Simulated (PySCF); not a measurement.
The isolated species `C=[N][GaH2-][N+]#CC` is ionised with Mg Kα (hν = 1253.6 eV). Calculated photoelectron kinetic energies of its computed core levels, recoil neglected:

| line | kinetic energy (eV) |
| --- | --- |
| 1 | 962.52 |
| 2 | 960.35 |
| 3 | 850.39 |

Computed, not measured: delta-SCF UKS SCAN, pcX-2 on the ionised atom, pcseg-1 elsewhere, spin-free X2C in PySCF.

Question: Which element, shell and site does each line come from? Numbering: `[CH2:1]=[N:2][GaH2-:3][N+:4]#[C:5][CH3:6]`.

Answer: Against the vacuum level, binding energy = hν − kinetic energy.

| line | binding energy (eV) | level | atoms | environment |
| --- | --- | --- | --- | --- |
| 1 | 291.08 | C 1s | C1 | C=N carbon |
| 2 | 293.25 | C 1s | C6 | methyl carbon |
| 3 | 403.21 | N 1s | N2 | C=N nitrogen |

Question: Where does line 2 move with hν = 800.0 eV?

Answer: To 800.0 − 293.25 = 506.75 eV; every photoline shifts by the change in photon energy, -453.6 eV.

Lowest listed C 1s: C1, bonded to N (double bond) and 2 H. Highest, 2.17 eV above it: C6, bonded to C and 3 H. Summing the Pauling electronegativity differences to the bonded atoms, each weighted by its formal bond order, gives +0.28 for the lowest site and -1.05 for the highest; the largest sum, +0.28, belongs to C1, 2.17 eV below the top. The smallest sum, -1.05, belongs to C6, 2.17 eV above the lowest.

Question: Which effective nuclear charge Zeff reproduces each element's mean 1s value in the hydrogen-like formula E = 13.606 eV × Zeff²?

Answer: C (Z = 6): mean 292.2 eV, Zeff = 4.63, Z − Zeff = 1.37; N (Z = 7): mean 403.2 eV, Zeff = 5.44, Z − Zeff = 1.56. Means run over the listed sites, weighted by atom count.

Other core shells, valence and Auger electrons aren't listed. The list is incomplete; no value stands for C 1s of C5 or N 1s of N4 (hole states with ⟨S²⟩ of 1 or more are left out). No level of gallium is listed. Isolated species at its PBE0-D3(BJ)/def2-SVP geometry (one conformer only).

Time: 43 s of wall time; peak memory 0.58 GiB. Hardware: Arm Neoverse V1, one thread, no GPU, shared host with 32 logical CPUs at a one-minute load of 16.

The values belong to the conformer `[CH2:1]=[N:2][GaH2-:3][N+:4]#[C:5][CH3:6]`: C1–N2–Ga3–N4 1°, N2–Ga3–N4–C5 0°.
